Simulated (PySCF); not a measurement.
# Working out the ionisation energy of Ga

Ga [Ar] 3d10 4s2 4p1 (2P) → Ga⁺ [Ar] 3d10 4s2 (1S). Computed with PySCF 2.14 in aug-cc-pVTZ-DK (7s6p4d2f, 59 functions), with scalar relativity by spin-free X2C-1e. Frozen: [Ar] 3d10. Energies in hartree (1 hartree = 27.21139 eV):

```tsv
part	Ga (lower)	Ga⁺ (upper)
UHF	-1942.174419	-1941.971472
CCSD correlation	-0.046267	-0.036459
(T)	-0.000872	0.000000
```

Task: What does Hartree-Fock give?

Result: (-1941.971472) − (-1942.174419) = 0.202947 hartree = 5.522 eV.

Task: What do CCSD and CCSD(T) give?

Result: The CCSD correlation energies differ by 0.009808 hartree = 0.267 eV and the triples by 0.000872 hartree = 0.024 eV, so CCSD gives 5.789 eV and CCSD(T) 5.813 eV.

Measured between the centres of the two terms (NIST): 5.931 eV, so CCSD(T) (valence) is off by -0.118 eV.

What remains against the reference includes basis incompleteness, the frozen core and higher excitations.
